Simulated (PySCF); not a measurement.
# Spinor energies of Ga³⁺ (gallium, charge +3)

Start: [Ar] 3d10. Calculated with PySCF 2.14 in x2c-QZVPPall-2c (11s9p5d4f1g, 100 functions): generalised Hartree-Fock with the X2C-1e Hamiltonian and a Gaussian nucleus; one run each with spin-orbit coupling (SO) switched off, then screened by Boettger's factors.

```csv
spinor shell,electrons,"ε, spin-free (eV)","ε, screened SO (eV)",weight of nominal j (screened SO),"rms radius, screened SO (bohr)"
1s1/2,2,-10475.3,-10475.1,1.000,0.0560
2s1/2,2,-1374.3,-1374.3,1.000,0.235
2p1/2,2,-1196.3,-1215.4,1.000,0.209
3s1/2,2,-212.10,-212.10,1.000,0.699
3p1/2,2,-156.42,-159.08,1.000,0.729
3p3/2,4,-156.42,-155.15,1.000,0.739
3d3/2,4,-65.043,-65.366,1.000,0.871
3d5/2,6,-65.043,-64.827,1.000,0.876
```

Question: Where does 2p3/2 lie, and what is the 2p spin-orbit splitting (screened SO)?

Answer: At -1187.1 eV, 28.267 eV above 2p1/2.

```
   quantity    spin-free  screened SO
E (hartree)  -1940.21425  -1940.27968
        M_J            0            0
       ⟨J²⟩        0.000        0.000
       ⟨L²⟩        0.000        0.002
       ⟨S²⟩        0.000        0.002
```

Without spin-orbit coupling the j labels of p, d and f shells carry no meaning; the spin-free column gives the mean over the occupied spinors of each nl shell.
